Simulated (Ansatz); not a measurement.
`O=C(Cl)C(F)(F)F`. Total charge 0; spin multiplicity 1.

Cartesian coordinates in Å:
```
O 1.743 -0.697 -0.107
C 0.657 -0.528 0.312
Cl 0.015 -1.309 1.731
C -0.376 0.425 -0.342
F 0.152 0.991 -1.411
F -0.731 1.373 0.519
F -1.460 -0.254 -0.702
```

(1) List the harmonic frequencies (cm⁻¹, unscaled) at PBE0-D4/def2-TZVP in Ansatz. (Estimate.)

(2) Is this a minimum?

(3) Give the ideal-gas thermochemistry at 298.15 K and 1 bar (rigid rotor, harmonic oscillator; point group Cs, symmetry number 1).

(4) And at 400, 500, 600, 800 and 1000 K?

## Answers

(1) The calculation gave: 42, 195, 234, 339, 402, 516, 521, 588, 720, 759, 947, 1223, 1261, 1292, 1913.

(2) Yes, all 15 modes are real.

(3) Zero-point energy 65.5 kJ/mol; H(298) − E = 84.6 kJ/mol; entropy 344.7 J/(mol·K), of which translation 169.8, rotation 117.1, vibration 57.9; G(298) − E = -18.2 kJ/mol. Modes under 100 cm⁻¹ are hindered rotations or soft bends, so the harmonic entropy is rough.

(4) 
| T (K) | H − E (kJ/mol) | S (J/mol/K) | G − E (kJ/mol) |
| --- | --- | --- | --- |
| 400 | 95.0 | 374.7 | -54.9 |
| 500 | 106.4 | 400.2 | -93.7 |
| 600 | 118.8 | 422.8 | -134.8 |
| 800 | 145.5 | 461.0 | -223.4 |
| 1000 | 173.7 | 492.5 | -318.8 |
